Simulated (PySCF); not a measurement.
Match the calculated data to a structure.

| technique | computed result |
| --- | --- |
| NMR, other nuclei | isotropic shieldings of nuclei other than C and H, by class: 277 (1 O), 287 (1 O), 379 (1 Si), 395 (1 Si), 430 (1 Si) ppm [GIAO PBE0/pcSseg-1] |
| 13C NMR | chemical shifts (computed TMS as zero) by class: -3.6 (1 C) ppm [GIAO PBE0/pcSseg-1] |
| 1H NMR | chemical shifts (computed TMS as zero) by class: 5.14 (3 H), 4.85 (1 H), 4.00 (3 H), 2.16 (1 H), -0.13 (1 H), -0.15 (1 H) ppm [GIAO PBE0/pcSseg-1] |
| Dipole | 1.43 D [PBE0/pcSseg-1] |
| Rotational structure | rotational constants A, B, C: 2.003, 1.271, 0.905 GHz [GFN2-xTB] |

Gas-phase values; electronic properties from PySCF, density fitting. Levels stand in brackets. One conformer (not necessarily the lowest) at the GFN2-xTB geometry, without solvent, vibrations or thermal averaging. Each NMR value is the plain mean over a class of atoms that symmetry, rotation or inversion makes alike.

Question: Which candidate is it?
A. `C/C=C/S[SiH2]O[SiH3]`
B. `C[SiH2]O[SiH2]O[SiH3]`
C. `[SiH3]C[Si@H]1COCS1`
D. `O[Si@H](C[SiH3])O[SiH3]`

Answer: D. It is `O[Si@H](C[SiH3])O[SiH3]`. Numbering: `[OH:1][Si@H:2]([CH2:3][SiH3:4])[O:5][SiH3:6]`. Its formula, CH10O2Si3, gives 0 degrees of unsaturation, so no ring and no π bond. The one carbon: sp3 carbon bound to silicon [C3] (-3.6 ppm). Hydrogen classes from least to most shielded: 3 H on an oxygen-bound silicon, Si6 (5.14 ppm), 1 H on an oxygen-bound silicon, Si2 (4.85 ppm), 3 H on an SiH3 silicon, Si4 (4.00 ppm), 1 H on a silanol oxygen, O1 (2.16 ppm), 1 H on an sp3 carbon bound to silicon, C3 (-0.13 ppm), 1 H on an sp3 carbon bound to silicon, C3 (-0.15 ppm). The other shieldings belong to: 277 ppm, silanol oxygen [O1]; 287 ppm, siloxane oxygen [O5]; 379 ppm, oxygen-bound silicon [Si2]; 395 ppm, oxygen-bound silicon [Si6]; 430 ppm, SiH3 silicon [Si4]. The optimised geometry has point group C1 and is an asymmetric top.

The others, at the same levels:
- `C[SiH2]O[SiH2]O[SiH3]` fails: its computed 1H shifts are 5.36 (2 H), 5.23 (3 H), 4.93 (2 H), 0.38 (3 H) ppm, rotational constant A is 2.785 GHz (against 2.003 GHz) and smallest rotational constant is 0.803 GHz (against 0.905 GHz).
- `[SiH3]C[Si@H]1COCS1` fails: it has 3 carbons where the 13C data count 1; its computed 13C shifts are 80.0 (1 C), 63.8 (1 C), -8.2 (1 C) ppm, 1H shifts are 5.30 (1 H), 5.24 (1 H), 4.59 (1 H), 4.22 (1 H), 3.98 (3 H), 3.28 (1 H), 0.31 (1 H), -0.14 (1 H) ppm and rotational constant A is 2.203 GHz (against 2.003 GHz).
- `C/C=C/S[SiH2]O[SiH3]` fails: it has 3 carbons where the 13C data count 1; its computed 13C shifts are 131.5 (1 C), 128.5 (1 C), 22.9 (1 C) ppm, 1H shifts are 5.98 (1 H), 5.81 (1 H), 5.52 (2 H), 5.13 (3 H), 1.98 (3 H) ppm and rotational constant A is 1.527 GHz (against 2.003 GHz).

Each candidate is one conformer, not necessarily the lowest. The conformers computed, where there is a choice (atom-mapped SMILES and torsion angles):
- `[OH:1][Si@H:2]([CH2:3][SiH3:4])[O:5][SiH3:6]`: O1–Si2–C3–Si4 -63°, O1–Si2–O5–Si6 148°, H–O1–Si2–C3 65°
- `[CH3:1][SiH2:2][O:3][SiH2:4][O:5][SiH3:6]`: C1–Si2–O3–Si4 -116°, Si2–O3–Si4–O5 5°, O3–Si4–O5–Si6 2°
- `[CH3:1]/[CH:2]=[CH:3]/[S:4][SiH2:5][O:6][SiH3:7]`: C2–C3–S4–Si5 -2°, C3–S4–Si5–O6 -58°, S4–Si5–O6–Si7 0°

The conformers of `[SiH3]C[Si@H]1COCS1` aren't listed.
